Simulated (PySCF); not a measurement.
## Spinor energies of Mo³²⁺ (molybdenum, charge +32)

Start: [Ne]. Calculated with PySCF 2.14 in an uncontracted even-tempered set (18 s from 12 bohr⁻², ratio 2.4; 12 p from 16 bohr⁻², ratio 2.4; 5 d from 64 bohr⁻², ratio 2.6; 4 f from 97 bohr⁻², ratio 2.6): generalised Hartree-Fock with the X2C-1e Hamiltonian and a Gaussian nucleus; one run each with spin-orbit coupling (SO) switched off, then screened by Boettger's factors.

```tsv
spinor shell	electrons	ε, spin-free (eV)	ε, screened SO (eV)	weight of nominal j (screened SO)	rms radius, screened SO (bohr)
1s1/2	2	-21902.3	-21901.5	1.000	0.0404
2s1/2	2	-4591.2	-4591.0	1.000	0.163
2p1/2	2	-4294.8	-4371.4	1.000	0.141
2p3/2	4	-4294.8	-4259.1	1.000	0.145
```

```tsv
quantity	spin-free	screened SO
E (hartree)	-3240.36038	-3240.76750
M_J	0	0
⟨J²⟩	0.000	0.000
⟨L²⟩	0.000	0.003
⟨S²⟩	0.000	0.003
```

Breit and QED terms are absent; they matter most for the inner s and p1/2 levels.

Densities and radii are taken from the X2C orbitals without a picture-change correction, which distorts them close to the nucleus.

Without spin-orbit coupling the j labels of p, d and f shells carry no meaning; the spin-free column gives the mean over the occupied spinors of each nl shell.
